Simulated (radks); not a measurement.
Task: Valence configurations of Ce+ (all share [Xe]). Calculated with a radial shooting solver on a logarithmic mesh with Libxc functionals: scalar-relativistic Kohn-Sham, r2SCAN, spin-polarised, spherical densities, finite nucleus; open shells are filled with parallel spins first (spin-orbit coupling, left out, can overturn this in heavy ions); meta-GGA in the generalised Kohn-Sham scheme; Fermi nuclear charge, rms radius 4.8771 fm. Order these by energy: 5d2 6p1; 5d1 6p2; 5d3; 4f1 5d2; 4f0.5 6s0.5 6p2; 4f2 5d1; 4f1 6p2; 5d2 6s1; 4f1 5d1 6s1; 4f1 5d1 6p1.

Result: From the lowest, in eV above it: 4f1 5d1 6s1 0.000; 4f1 5d2 0.068; 4f2 5d1 0.215; 4f1 5d1 6p1 3.217; 5d3 3.602; 5d2 6s1 4.440; 4f1 6p2 6.895; 5d2 6p1 7.980; 4f0.5 6s0.5 6p2 10.062; 5d1 6p2 13.062. NIST lists [Xe] 4f1 5d2 as the ground configuration; this level of theory puts 4f1 5d1 6s1 lower, by 0.068 eV. The energies are those of spherical high-spin densities, not of single terms.
